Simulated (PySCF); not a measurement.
**Cl(3+) (chlorine, charge +3) across methods**

[Ne] 3s2 3p2, high-spin 3P determinant. Calculation: PySCF 2.14, in aug-cc-pV(Q+d)Z with one added diffuse shell each of s, p, d, f, g type (8s7p6d4f3g, 114 functions); the non-relativistic Hamiltonian (point nucleus).

| method | E (hartree) | mean ε 3s α (eV) | mean ε 3s β (eV) | mean ε 3p α (eV) | Σ⟨r²⟩ (bohr²) | ⟨S²⟩ |
| --- | --- | --- | --- | --- | --- | --- |
| PBE0 | -457.1989 | -62.377 | -58.401 | -48.163 | 11.50 | 2.004 |
| UHF | -456.79456 | -69.306 | -61.670 | -53.018 | 11.60 | 2.010 |
| LDA | -455.8376 | -59.686 | -57.005 | -46.166 | 11.51 | 2.001 |
| r2SCAN | -457.3113 | -60.715 | -56.953 | -46.891 | 11.51 | 2.006 |
| r2SCANh | -457.3122 | -61.632 | -57.559 | -47.568 | 11.51 | 2.007 |
| PBE | -457.1618 | -59.771 | -56.798 | -46.279 | 11.50 | 2.003 |
| B3LYP | -457.3633 | -61.768 | -58.286 | -47.705 | 11.51 | 2.003 |
| M06-L | -457.3430 | -60.612 | -56.918 | -46.514 | 11.45 | 2.004 |
